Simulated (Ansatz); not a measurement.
`CN(C)c1ccc(-c2ccc(-c3ccc(-c4ccc(C#N)cc4)cc3)cc2)cc1`, relaxed as a singlet with RKS r2SCAN-D4/def2-SVP in Ansatz, starting from the GFN2-xTB geometry. Force threshold 0.03 eV/Å.

Single mean-field runs in def2-SVP are fitted with def2-universal-jkfit.

Start:

Cartesian coordinates in Å:
```
C -2.686 -2.230 -7.914
N -2.338 -0.923 -7.416
C -2.334 0.179 -8.344
C -1.940 -0.752 -6.115
C -1.375 0.453 -5.671
C -0.981 0.617 -4.361
C -1.129 -0.402 -3.422
C -0.699 -0.229 -2.032
C -1.447 -0.748 -0.977
C -1.038 -0.589 0.331
C 0.146 0.082 0.631
C 0.596 0.242 2.019
C -0.300 0.602 3.024
C 0.126 0.772 4.325
C 1.461 0.569 4.670
C 1.917 0.740 6.054
C 2.862 -0.130 6.602
C 3.301 0.027 7.899
C 2.801 1.070 8.680
C 3.263 1.247 10.002
N 3.648 1.393 11.073
C 1.855 1.946 8.144
C 1.421 1.776 6.847
C 2.356 0.199 3.667
C 1.933 0.048 2.363
C 0.896 0.602 -0.422
C 0.477 0.457 -1.728
C -1.691 -1.600 -3.860
C -2.084 -1.777 -5.168
H -2.694 -2.212 -9.002
H -1.952 -2.977 -7.599
H -3.677 -2.547 -7.569
H -2.936 -0.079 -9.213
H -2.775 1.065 -7.883
H -1.321 0.427 -8.686
H -1.227 1.271 -6.357
H -0.566 1.567 -4.056
H -2.371 -1.267 -1.187
H -1.630 -1.007 1.134
H -1.338 0.770 2.772
H -0.588 1.045 5.089
H 3.242 -0.946 6.006
H 4.030 -0.652 8.319
H 1.474 2.755 8.750
H 0.706 2.469 6.429
H 3.399 0.054 3.910
H 2.641 -0.242 1.599
H 1.807 1.144 -0.208
H 1.077 0.864 -2.528
H -1.800 -2.421 -3.165
H -2.515 -2.723 -5.452
```

| step | energy (eV) | largest force component (eV/Å) | SCF passes |
| --- | --- | --- | --- |
| 1 | -31296.9855 | 2.435 | 21 |
| 2 | -31297.1990 | 0.361 | 21 |
| 3 | -31297.2197 | 0.061 | 21 |
| 4 | -31297.2245 | 0.196 | 20 |
| 5 | -31297.2334 | 0.263 | 19 |
| 6 | -31297.2341 | 0.357 | 20 |
| 7 | -31297.2428 | 0.206 | 22 |
| 8 | -31297.2476 | 0.015 | 20 |
| 9 | -31297.2503 | 0.045 | 20 |
| 10 (rejected) | -31297.2501 | 0.119 | 20 |
| 11 | -31297.2522 | 0.030 | 20 |
| 12 | -31297.2527 | 0.041 | 20 |
| 13 | -31297.2531 | 0.023 | 15 |

Force components are those of the run's own axes.

End:

Cartesian coordinates in Å:
```
C -3.1237 -2.1118 -7.8739
N -2.3813 -0.9305 -7.4965
C -2.0351 0.0600 -8.4909
C -1.9690 -0.7662 -6.1927
C -1.2454 0.3833 -5.7853
C -0.8319 0.5382 -4.4669
C -1.1119 -0.4231 -3.4765
C -0.6699 -0.2479 -2.0806
C -1.4237 -0.7550 -1.0026
C -1.0061 -0.5906 0.3151
C 0.1891 0.0874 0.6232
C 0.6345 0.2588 2.0207
C -0.2925 0.4396 3.0664
C 0.1272 0.6042 4.3832
C 1.4950 0.5874 4.7188
C 1.9407 0.7566 6.1164
C 3.0808 0.0825 6.6013
C 3.5058 0.2365 7.9163
C 2.7945 1.0797 8.7934
C 3.2261 1.2431 10.1460
N 3.5791 1.3775 11.2493
C 1.6532 1.7599 8.3233
C 1.2386 1.5960 7.0062
C 2.4229 0.4029 3.6756
C 2.0026 0.2469 2.3579
C 0.9445 0.5948 -0.4517
C 0.5249 0.4324 -1.7689
C -1.8330 -1.5614 -3.8859
C -2.2496 -1.7396 -5.2003
H -3.3923 -2.0483 -8.9359
H -2.5385 -3.0404 -7.7266
H -4.0604 -2.2120 -7.2943
H -2.4223 -0.2557 -9.4677
H -2.4691 1.0513 -8.2595
H -0.9401 0.1883 -8.5848
H -1.0139 1.1732 -6.5013
H -0.3009 1.4545 -4.1918
H -2.3661 -1.2725 -1.2031
H -1.6092 -1.0136 1.1239
H -1.3614 0.4717 2.8370
H -0.6212 0.7263 5.1717
H 3.6262 -0.5970 5.9404
H 4.3852 -0.3009 8.2804
H 1.1053 2.4228 8.9981
H 0.3681 2.1523 6.6478
H 3.4939 0.4037 3.8986
H 2.7482 0.0918 1.5730
H 1.8690 1.1433 -0.2486
H 1.1466 0.8243 -2.5790
H -2.0474 -2.3514 -3.1599
H -2.7863 -2.6535 -5.4590
```

By distances, no bond broke or formed. The bond that changes most is C20–N21, from 1.15 to 1.17 Å (atoms count from 1).

The force fell under the threshold at step 8, but the optimiser went on and released 0.006 eV more. No frequencies were taken in this run, so the end may be a saddle point.

Run time 53 s (2 threads of AMD EPYC 7R13 on a shared host and a share (18 GiB) of an NVIDIA H100 80GB HBM3), peak host memory 1.1 GiB.
